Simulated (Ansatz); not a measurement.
Program: Ansatz 0.2.0.

A structure relaxed at PBE0-D4/def2-TZVP, charge 0, multiplicity 1:

```xyz
15

C     1.7609    1.0547   -1.0838
Si   -0.0214    1.0084   -0.5490
O    -0.9810    0.9163   -1.8951
Si   -0.5590   -0.8341    0.8058
O    -2.0701   -1.1953    0.2633
O     0.3725   -2.1731    0.6187
O    -0.4888   -0.5331    2.4253
H     2.0430    0.1233   -1.5788
H     1.9286    1.8807   -1.7795
H     2.4165    1.2003   -0.2210
H    -0.3186    2.2630    0.2132
H    -1.7694    0.3795   -1.7858
H    -2.4508   -2.0386    0.5208
H     1.0197   -2.3349    1.3074
H    -0.8821    0.2828    2.7385
```

(1) Give its formula and SMILES.

(2) Point group (tolerance 0.08 Å, 0.16 Å for H)?

(3) Summarise the bond lengths by kind.

## Answers

(1) CH8O4Si2, `C[SiH](O)[Si](O)(O)O`.

(2) C1.

(3) 1 × C–Si 1.861 Å; 3 × C–H 1.092 to 1.093 Å; 4 × O–Si 1.642 to 1.656 Å; 1 × Si–Si 2.349 Å; 1 × H–Si 1.498 Å; 4 × H–O 0.958 to 0.960 Å.
